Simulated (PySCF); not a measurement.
Sc³⁺: ionisation energy

Sc³⁺ [Ar] (1S) → Sc⁴⁺ [Ne] 3s2 3p5 (2P), as a difference of total energies. Calculation: PySCF 2.14, in an uncontracted even-tempered set (19 s from 0.09 bohr⁻², ratio 2.5; 13 p from 0.12 bohr⁻², ratio 2.5; 5 d from 1.9 bohr⁻², ratio 2.7; 5 f from 2.9 bohr⁻², ratio 2.7); no relativity, point nucleus. Correlated levels: outer shells: 1s2 frozen; virtual orbitals above 40 to 60 times the deepest correlated orbital energy dropped. The calculations carry no spin-orbit coupling.

```csv
method,ionisation energy (eV),plus first-order spin-orbit estimate,difference from reference of that sum (eV)
UHF,72.277,72.111,-1.378
MP2 (outer shells),73.097,72.931,-0.558
SCS-MP2 (outer shells),72.995,72.829,-0.660
CCSD (outer shells),72.951,72.785,-0.704
CCSD(T) (outer shells),72.958,72.792,-0.697
```

Reference: 73.489 eV (measured; NIST Atomic Spectra Database, ionization energies).

A first-order spin-orbit estimate (lowest level to lowest level, LS coupling) adds -0.166 eV.

These non-relativistic numbers lack the scalar-relativistic shift.
